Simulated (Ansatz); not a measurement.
`BO[SiH2]C#C` + silanol → `C#CO[SiH3]` + `BO[SiH3]` at 400 K and 1 bar (substitution at a C–Si bond).

Program: Ansatz. Geometries: PBE0-D4/def2-TZVP. ΔE: electronic, gas phase. CCSD(T)/CBS adds triple-zeta CCSD(T) − MP2 to the extrapolated MP2 energy (def2 sets, frozen cores). Each species was taken in one conformer, which may not be the lowest.

```csv
species,CCSD(T)/CBS energy (Eh),H − E (kJ/mol),S (J/(mol·K))
`BO[SiH2]C#C`,-468.17507,196.9,378.6
`O[SiH3]`,-366.69042,120.0,276.4
`C#CO[SiH3]`,-442.69805,153.1,334.2
`BO[SiH3]`,-392.11480,157.5,316.6
```

H − E and S are ideal-gas, rigid-rotor, harmonic terms from PBE0-D4/def2-TZVP, for one conformer and one mirror image of each species. 1 Eh = 2625.50 kJ/mol, R = 8.31446 J/(mol·K).

Question: By hand: ΔE, ΔH, ΔS and ΔG.

Answer: ΔE = (-442.69805) + (-392.11480) − (-468.17507) − (-366.69042) = 0.05264 Eh = 138.2 kJ/mol. Δ(H − E) = 153.1 + 157.5 − 196.9 − 120.0 = -6.3, so ΔH = 131.9 kJ/mol. ΔS = 334.2 + 316.6 − 378.6 − 276.4 = -4.2 J/(mol·K). ΔG = 131.9 − 400 × (-4.2)/1000 = 133.6 kJ/mol.

Question: By hand: the equilibrium constant, and the temperature at which ΔG would vanish if ΔH and ΔS stayed fixed.

Answer: log₁₀ K = −ΔG/(RT ln 10) = -17.4. ΔH and −TΔS have one sign here, so there is no such temperature.

The number of gas molecules stays the same, so ΔS is small and ΔH decides. A doubt of 5 kJ/mol in ΔE shifts log₁₀ K by 0.7 here. Other conformers and mirror images would add mixing entropy, several J/(mol·K) or more a flexible species. Modes under 60 cm⁻¹, often nearly free rotors, make the harmonic entropy too high. These are equilibria of isolated gas molecules and say nothing of rates. Largest T1 diagnostic: 0.014 (customary marks: 0.02 for closed shells, 0.045 for open ones).

ΔS is within the doubt of such terms, so its sign, and with it that verdict, could turn.
